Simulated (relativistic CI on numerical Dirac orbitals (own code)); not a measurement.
**One change at a time: Ga13+**

Base calculation: Dirac-Coulomb-Breit CI, separate exchange-only KLI orbitals for each configuration, model QED, unscaled Slater integrals.

CI space (outside the closed core [Ne]): 3s2.3p6, 3s2.3p5.3d, 3s.3p6.3d, 3s2.3p5.4s, 3s2.3p5.4p, 3s2.3p5.4d, 3s.3p6.4s, 3s2.3p5.4f, 3s.3p6.4p, 3p6.3d.4p, 3s.3p6.4d, 3s2.3p5.5s, 3s2.3p5.5p, 3s.3p6.4f, 3s2.3p5.5d, 3s2.3p5.5f, 3s2.3p5.5g, 3s2.3p5.6s, 3s.3p6.5s, 3s2.3p5.6p, 3s.3p6.5p, 3s2.3p5.6d, 3s.3p6.5d, 3p6.3d2, 3p5.3d3, 3p5.3d2.4s, 3p5.3d2.4p, 3p5.3d2.4d, 3p6.3d.4s, 3p5.3d.4s2, 3p5.3d.4s.4p, 3p5.3d.4s.4d. Double excitations out of closed p, d and f shells are left out; levels of such configurations are missing from the list, as are those of other unlisted configurations, and high levels can miss mixing partners. These lack a partner that the ground configuration has and come out too high: 3s2.3p5.4f, 3s2.3p5.5s, 3s2.3p5.5p, 3s2.3p5.5d, 3s2.3p5.5f.

Variants: (1) configuration mixing switched off. Shifts of the energy above 3s2.3p6 1S_0, in cm⁻¹, for the lowest level and the first level of each name with at least 55 % of one term (blank where a level changes its place among those of its configuration and J or its character, or is not in the variant):

```csv
Level,Base,Δ(1)
3s2.3p6 1S_0,0,0
3s2.3p5.3d 3P°_0,555696,-193
3s2.3p5.3d 3P°_1,562066,-189
3s2.3p5.3d 3P°_2,575438,-182
3s2.3p5.3d 3F°_4,585798,+414
3s2.3p5.3d 3F°_3,591124,+326
3s2.3p5.3d 3F°_2,602226,+250
3s2.3p5.3d 3D°_3,631431,-320
3s2.3p5.3d 3D°_1,645243,-382
3s2.3p5.3d 3D°_2,655431,-367
3s2.3p5.3d 1P°_1,835114,+103
3s.3p6.3d 3D_1,1098357,+1270
3s.3p6.3d 3D_2,1100750,+1268
3s.3p6.3d 3D_3,1104842,+1264
```

At this charge energies of transitions that change n are usually good to better than 1 %, and those within a shell (Δn = 0) to a few per cent.

Ionisation energy from the two ground configurations alone: base 470.003 eV. The NIST ASD value (semi-empirical) is 471.2 eV.

LS names give the leading component of a level, which can be under half, so a name can repeat, a term be missing and a line seem to break the LS rules.
